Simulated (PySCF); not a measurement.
Species: C₃H₃F₃O₂S.
Numbering: `[CH2:1]=[CH:2][S:3](=[O:4])(=[O:5])[C:6]([F:7])([F:8])[F:9]` (hydrogens: H10, H11 on C1; H12 on C2)

Cartesian coordinates in Å at the PBE0-D3(BJ)/def2-SVP level; atoms count from 1:
```xyz
12
C3H3F3O2S angstrom
C      1.994   -0.227    0.444
C      0.901   -0.777   -0.075
S     -0.271    0.267   -0.890
O     -0.813   -0.441   -2.037
O      0.252    1.622   -0.962
C     -1.661    0.337    0.353
F     -1.278    1.002    1.428
F     -2.005   -0.893    0.705
F     -2.687    0.941   -0.206
H      2.766   -0.842    0.916
H      2.142    0.856    0.393
H      0.663   -1.844   -0.096
```

Level: PBE0/pcSseg-1 and CAM-B3LYP/def2-SVPD in PySCF, non-relativistic, on one gas-phase PBE0-D3(BJ)/def2-SVP geometry that isn't relaxed in the solvent. The solvent is an IEF-PCM continuum (cavity from Bondi-type radii × 1.2). Only the electrostatic response of the medium enters.

Gas phase at PBE0/pcSseg-1: HOMO -9.04 eV, LUMO -1.96 eV, dipole 4.21 D.

What does the continuum do to the energy, the frontier levels and the dipole at PBE0/pcSseg-1 in dichloromethane and acetone?

```json
{"solvent": "dichloromethane", "ε": "8.93", "E(solvent) − E(gas) (kcal/mol)": "-6.19", "polarisation term (kcal/mol)": "-7.09", "distortion of the solute (kcal/mol)": "0.90", "HOMO (eV)": "-9.03", "LUMO (eV)": "-1.61", "dipole (D)": "5.16"}
{"solvent": "acetone", "ε": "20.49", "E(solvent) − E(gas) (kcal/mol)": "-6.88", "polarisation term (kcal/mol)": "-7.99", "distortion of the solute (kcal/mol)": "1.11", "HOMO (eV)": "-9.03", "LUMO (eV)": "-1.58", "dipole (D)": "5.27"}
```

The polarisation term is half the interaction of the solute with the surface charges that it induces; the rest is the cost of distorting the solute's density. The sum is the electrostatic part of solvation alone. From dichloromethane to acetone the lowering changes by a factor 1.11, Onsager's factor (ε − 1)/(2ε + 1) by 1.10 and ε itself by 2.3.

Which radius a makes the point-dipole formula ΔE = −[(ε − 1)/(2ε + 1)]·μ²/a³ give the value in acetone, with the gas-phase dipole?

μ = 1.658 au and |ΔE| = 0.01096 Eh give a = 2.58 Å; the farthest nucleus lies 3.03 Å from the centroid of the nuclei, so such a sphere wouldn't even hold the nuclei. The formula assumes a rigid point dipole at the centre of a sphere.

Give the dipole vector in the frame of the coordinates (D, pointing from negative to positive charge), gas and acetone.

Gas (2.40, -1.86, 2.92), solvent (3.00, -2.32, 3.65). Its length changes by +25 % and its direction by less than 1°.

Which Mulliken charges (PBE0/pcSseg-1) respond most in acetone (means over atoms taken as equivalent)?

```tsv
atoms	environment	gas (e)	solvent (e)	change
O4/O5	sulfonyl oxygen	-0.515	-0.550	-0.035
H10	vinylic hydrogen	+0.159	+0.183	+0.024
H12	vinylic hydrogen	+0.177	+0.198	+0.021
C1	terminal =CH2 carbon	-0.072	-0.061	+0.011
C6	CF3 carbon	+0.700	+0.707	+0.007
S3	sulfonyl sulfur	+0.977	+0.983	+0.006
```

How do the nuclear quadrupole coupling constants eQVzz/h respond in acetone?

| nucleus | Q (barn) | gas (MHz) | solvent (MHz) | η gas | η solvent |
| --- | --- | --- | --- | --- | --- |
| 33S at S3 | -0.06781 | -4.44 | -4.81 | 0.51 | 0.41 |
| 17O at O4 | -0.0256 | -8.63 | -8.63 | 0.17 | 0.19 |
| 17O at O5 | -0.0256 | -8.59 | -8.62 | 0.06 | 0.09 |

Gas phase at CAM-B3LYP/def2-SVPD: HOMO -10.61 eV, LUMO -0.94 eV, dipole 4.46 D.

What does the continuum do to the energy, the frontier levels and the dipole at CAM-B3LYP/def2-SVPD in dichloromethane and acetone?

| solvent | ε | E(solvent) − E(gas) (kcal/mol) | polarisation term (kcal/mol) | distortion of the solute (kcal/mol) | HOMO (eV) | LUMO (eV) | dipole (D) |
| --- | --- | --- | --- | --- | --- | --- | --- |
| dichloromethane | 8.93 | -6.57 | -7.68 | 1.11 | -10.54 | -0.57 | 5.59 |
| acetone | 20.49 | -7.31 | -8.70 | 1.39 | -10.52 | -0.54 | 5.73 |

The atom shares or the degeneracy of the HOMO differ from the gas phase in dichloromethane and acetone, so that column needn't follow one orbital.

How does the static polarisability (CAM-B3LYP/def2-SVPD, frozen core, with the continuum's full static response) change?

```
         medium  isotropic (au)  principal values (au)  ⟨r²⟩ of the electrons (bohr²)
            gas            66.1       57.9, 60.9, 79.4                         1128.2
dichloromethane            83.3      72.0, 77.6, 100.2                         1127.5
        acetone            85.7      74.0, 80.0, 103.0                         1127.5
```

The isotropic value in acetone is 1.30 times the gas-phase one; no cavity-field correction is applied. ⟨r²⟩ is taken about the centre of nuclear charge.
